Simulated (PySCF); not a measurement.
**C4H8N2Si2: full NMR table**

- Formula: C4H8N2Si2
- SMILES: C=N[C@H]1[SiH2][C@@H](C#N)[SiH2]1
- InChI: InChI=1S/C4H8N2Si2/c1-6-4-7-3(2-5)8-4/h3-4H,1,7-8H2/t3-,4+
- Point group of the computed structure: Cs
- Degrees of unsaturation: 4
- Carbon signals: 4
- Proton signals: 6

Structure with atom numbers: `[CH2:1]=[N:2][C@H:3]1[SiH2:4][C@@H:5]([C:6]#[N:7])[SiH2:8]1` (H(Xn): hydrogen on atom n). Ha(C1) is cis to C3; Ha(Si4), Ha(Si8) are cis to N2 on the ring; Hb(C1) is trans to C3; Hb(Si4), Hb(Si8) are trans to N2 on the ring.

[PySCF 2.14: geometry from GFN2-xTB; σ from GIAO-PBE0/pcSseg-1; one conformer; gas phase; equivalent nuclei averaged; relativity neglected]

Shifts are taken against calculated references (same method and geometry level): TMS for 1H (σ = 31.72 ppm) and 13C (σ = 186.93 ppm) and 29Si (σ = 349.16 ppm); 15N (σ = 267.73 ppm) vs NH3.

| carbon | δC, type | δH (multiplicity) | HMBC from (2–3 bonds) | span of the C tensor (ppm) |
| --- | --- | --- | --- | --- |
| C1 | 149.0, CH2 | Hb(C1) 6.78 (d); Ha(C1) 7.38 (d) | H(C3) | 169 |
| C3 | 58.6, CH | 4.07 (m) | Ha(C1), Hb(C1), Ha(Si4)/Ha(Si8), Hb(Si4)/Hb(Si8), H(C5) | 72 |
| C5 | -5.3, CH | 1.78 (m) | Ha(Si4)/Ha(Si8), Hb(Si4)/Hb(Si8), H(C3) | 31 |
| C6 | 123.6, C | – | Ha(Si4)/Ha(Si8), Hb(Si4)/Hb(Si8), H(C5) | 349 |

Other nuclei:
| atoms | nucleus | environment | δ (ppm) | σ (ppm) |
| --- | --- | --- | --- | --- |
| Ha(Si4)/Ha(Si8) | 1H | hydrogen on a silicon bonded to 2 C, in a 4-membered ring | 5.11 | 26.61 |
| Hb(Si4)/Hb(Si8) | 1H | hydrogen on a silicon bonded to 2 C, in a 4-membered ring | 5.07 | 26.64 |
| Si4/Si8 | 29Si | silicon bonded to 2 C, 2 H, in a 4-membered ring | -23.9 | 373.1 |
| N2 | 15N | imine nitrogen | 409.1 | -141.4 |
| N7 | 15N | nitrile nitrogen | 292.0 | -24.2 |

- Carbon types of the structure: 1 × C, 2 × CH, 1 × CH2, leaving 4 H on heteroatoms.
- δC 149.0: C=N carbon.
- δC 123.6: nitrile carbon; typical of a nitrile.
- δC 58.6: sp3 CH bonded to N and 2 Si; deshielded by the electronegative neighbour.
- δC -5.3: sp3 CH bonded to 2 Si, α to a nitrile; an electropositive neighbour leaves it electron-rich and shielded.
- δH 4.07: hydrogen on an sp3 CH bonded to N and 2 Si; its carbon carries N, an electronegative neighbour.

Shifts are as computed. Against solution values, carbons near 30 ppm lie about +3 ppm off and those near 130 ppm about +5 ppm. Of 1309 compounds with measured shifts, 239 miss one by over three times the rms of a fit or turn the order of signals round; such compounds aren't used in these exercises. Experimental scales use liquid or dissolved standards, which lie at an offset from isolated NH3 (liquid NH3: subtract about 20 ppm). Unscaled 15N shifts of sp2 nitrogen come out 20 to 40 ppm too high even then. No couplings were computed; multiplicities are counted from neighbouring protons, with m where these are inequivalent, close in shift, in a saturated or five-membered ring or joined by F or P, and br s for small geminal =CH2 splittings.
